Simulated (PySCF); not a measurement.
Ag(I) cation (AgI), SMILES [Ag][I] (connectivity only; charge and spin as stated), charge +1, multiplicity 2.

Coordinates come from a PBE-D3(BJ)/def2-TZVP optimisation. The multiplicity is an assumed one; other spin states were not compared. The def2 effective core potentials stand for the cores of Ag, I; spin–orbit coupling is left out.

These are PBE-D3(BJ)/def2-TZVP (PySCF 2.14.0) values and carry that method's errors.

Frequencies are harmonic and unscaled.

Computed harmonic wavenumbers and intensities:
```tsv
mode	ν (cm⁻¹)	IR (km/mol)	moving atoms (share of kinetic energy)
1	158	0.7	Ag 54 %, I 46 %
```
